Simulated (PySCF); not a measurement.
MgCd and its ions

r²SCAN; PySCF, scalar-relativistic core potentials, basis sets Mg cc-pVDZ, Cd cc-pVDZ-PP with ECP28. Neutral (UKS): singlet (closed shell), Re = 3.372 Å, ωe = 78.9 cm⁻¹, De = 0.11 eV, HOMO -4.57 eV, LUMO -1.74 eV.

MgCd⁺ (UKS): doublet (σ ↑), Re = 2.900 Å, ωe = 170 cm⁻¹, De = 0.98 eV to Mg⁺ + Cd. The energies at the minima are -367.82343 hartree for MgCd and -367.58376 for MgCd⁺.

(1) Work out the adiabatic ionisation energy, without and with harmonic zero-point energies (1 hartree = 27.2114 eV, 1 eV = 8065.5 cm⁻¹), and the change of the bond length.

Closed-shell solutions of metal pairs were not tested for spin polarisation, which can lower them a little. Weak bonds: MgCd. Basis-set superposition, not corrected here, can be much of De in a small basis, most of all at correlated wavefunction levels. Spin–orbit coupling is left out. For an ion De counts to the pair picked by the measured ionisation energies or electron affinities, which need not be the lowest pair at this level. States were picked by a PBE0 search and need not be the measured ground states.

Answers

(1) At r²SCAN: 0.23967 hartree = 6.522 eV between the minima; the zero-point term (170.0 − 78.9)/2 cm⁻¹ = +0.006 eV makes it 6.527 eV. Re changes by -47.2 pm against the neutral. Minus the HOMO energy is 4.57 eV, -1.95 eV from the value between the minima; self-interaction puts the Kohn–Sham level too high, less so with exact exchange. The electron leaves a σ orbital, and the shorter bond of the ion fits an antibonding orbital, or a change in how ionic the bond is.
